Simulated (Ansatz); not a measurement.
```yaml
crystal:
  periodic: [false, false, false]
  atoms:
    - {symbol: In, position_ang: [0.480685, 1.152406, 1.834235]}
    - {symbol: In, position_ang: [0.076942, -2.365204, 0.862556]}
    - {symbol: In, position_ang: [1.426199, 1.713148, -0.899282]}
    - {symbol: In, position_ang: [-0.266264, -0.338944, -2.177591]}
    - {symbol: In, position_ang: [-1.717571, -0.161406, 0.380092]}
basis:
  gaussian: {orbitals: def2-TZVP, initial_orbitals: start.molden}
magnetization: {spin_polarized: true, initial_magnetization: 1}
hamiltonian: {xc: {name: wB97M-V}}
scf: {omitted_lower_state_checks: [starts]}
output: {orbitals: {seedname: orbitals}}
```

The file start.molden holds the orbitals of an earlier run on this structure, at another level or in another basis.

```sh
$ ansatz run in.yaml --threads 4 --pin off --events-out ev --progress --plain --max-ram 4787MiB
```

Question: Does this run fit into the memory that it is given?

Answer: No. It has 250 basis functions, and Ansatz plans for 5.24 GiB where 4.67 GiB are given.
